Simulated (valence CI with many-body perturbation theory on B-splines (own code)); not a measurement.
# Bi2+ in three bases

Computed by configuration interaction combined with many-body perturbation theory (CI+MBPT): three valence electrons over a frozen Dirac-Fock core [Xe] 4f14 5d10, radial functions for each j: 9 s, 9 p, 8 d, 6 f, 3 g, 1 h, with the one-electron correlation potential Σ1 (screened to all orders), the two-electron term Σ2, the three-electron term Σ3, Breit, model QED; selected single and double excitations, second order for the rest, scaled by the run's own slope (own B-spline code, finite nucleus).

Set against measurement, 20 paired levels are off by 498 cm⁻¹ on average, the worst by 1339. These come from a selection out of Moore, Atomic Energy Levels, vol. III, NSRDS-NBS 35 (1971 reprint of NBS Circular 467, 1958), an old analysis. Levels without a partner in it may be off by more. The list stops below the first excitations out of the core.

The reference run has the lowest level 6s²6p ²P°_1/2 and an ionisation energy of 25.5575 eV. Its largest variational space holds 8482 state functions.

Names give the largest LS component (configuration and term), which can be under half, so a name can repeat, a term be missing and a line seem to break the LS rules; names also repeat where a configuration has a term twice.

Changed runs:
A. basis 6 s, 6 p, 5 d, 3 f, 1 g
B. basis 5 s, 5 p, 4 d, 2 f

Excitation energies of the reference run in cm⁻¹, and shifts in cm⁻¹:

```csv
Level,Reference,A,B
6s²6p ²P°_3/2,21101,-15,-44
6s6p² ⁴P_1/2,69684,-93,-258
6s6p² ⁴P_3/2,82671,-118,-341
6s6p² ⁴P_5/2,89105,-75,-209
6s²7s ²S_1/2,95663,-70,-219
6s6p² ²D_3/2,96389,-23,-27
6s²6d ²D_5/2,102905,-33,-56
6s6p² ²P_1/2,108845,+29,+161
6s²6d ²D_3/2,109267,+62,+214
6s6p² ²D_5/2,116974,+34,+117
6s²7p ²P°_1/2,117289,-88,-242
6s²7p ²P°_3/2,122373,-91,-253
Ionisation energy (eV),25.5575,-0.0139,-0.0420
```
